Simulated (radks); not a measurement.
The numbers below are computed, except where a source is named.
Q: The iodine ion I5+, [Kr] 4d10 5s2. Code: a radial shooting solver on a logarithmic mesh with Libxc functionals. Model: non-relativistic Kohn-Sham, PBE, spin-polarised, spherical densities, point nucleus. Every spin shell is full or empty, so the densities are truly spherical. Functionals are evaluated on that one density, not self-consistently. Rank these orbital-free kinetic functionals by their error against the exact value of the orbitals, and give that value: Thomas-Fermi, TF + vW, TF + vW/9, TF + vW/5, LC94, revAPBEK, Pearson, PG1, DePristo-Kress, Ernzerhof.

A: Exact: 6912.15 hartree. From best to worst, with 100 (|E| - |E exact|)/|E exact| (equal figures are ties): LC94 +0.06, DePristo-Kress -0.11, revAPBEK +0.29, Ernzerhof -0.41, TF + vW/9 -0.68, Pearson -0.91, TF + vW/5 +2.95, Thomas-Fermi -5.21, PG1 +14.76, TF + vW +35.61.
